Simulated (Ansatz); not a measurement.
Mulliken charges of B2H6OSi (`OBB[SiH3]`) from PBE/def2-TZVPP in Ansatz (PBE0-D4/def2-TZVP geometry).

| atom | x (Å) | y (Å) | z (Å) | charge (e) |
| --- | --- | --- | --- | --- |
| O1 | -1.411 | 0.935 | -1.681 | -0.218 |
| B2 | -0.730 | 1.158 | -0.528 | 0.052 |
| B3 | 0.692 | 0.409 | -0.113 | 0.035 |
| Si4 | 0.765 | -1.346 | 0.870 | 0.077 |
| H5 | -2.226 | 1.440 | -1.747 | 0.205 |
| H6 | -1.189 | 1.934 | 0.286 | -0.040 |
| H7 | 1.753 | 0.924 | -0.331 | 0.042 |
| H8 | -0.536 | -1.801 | 1.433 | -0.057 |
| H9 | 1.193 | -2.350 | -0.152 | -0.045 |
| H10 | 1.773 | -1.355 | 1.967 | -0.052 |

Q: By hand: the dipole of these point charges (1 e Å = 4.8032 D).

A: Σ q r = (-0.098, 0.303, -0.159) e Å, of length 0.356 e Å = 1.71 D.

Q: How does the dipole of the full density compare? (Estimate.)

A: Ansatz gave: (-0.251, 0.238, -0.057) e Å, 1.68 D; the point charges give 1.02 times that, at 32° from its direction.

Point charges leave out the atoms' own dipoles, such as those of lone pairs, and Mulliken's split depends on the basis, so the two needn't agree.
